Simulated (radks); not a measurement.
Task: The mean radii <r> (bohr) of the occupied orbitals of an atom or ion are listed with their occupations. All-electron calculation, Dirac Kohn-Sham, LB94 model potential, spin-unpolarised, spherical densities, finite nucleus; Fermi nuclear charge, rms radius of each element as measured or else 0.836 A^(1/3) + 0.57 fm. Program: a radial shooting solver on a logarithmic mesh with Libxc functionals.

orbital  occ.      <r>
1s1/2       2  0.02188
2s1/2       2  0.09238
2p1/2       2  0.07707
2p3/2       4  0.08388
3s1/2       2   0.2401
3p1/2       2   0.2291
3p3/2       4   0.2413
3d3/2       4   0.2125
3d5/2       6   0.2163
4s1/2       1   0.4800

Name the element and its charge. Open shells, if any, fill j = l - 1/2 first.

Result: Z = 64, gadolinium, charge +35: Gd35+ in [Ar] 3d10 4s1. The 1s radius gives Z: for a bare nucleus <r> = (2 gamma + 1)/(2Z) with gamma = sqrt(1 - (Z/c)^2), 0.02163 bohr for Z = 64, and screening makes it slightly larger (0.02188 here). The occupations add up to 29, and the charge is Z minus that.
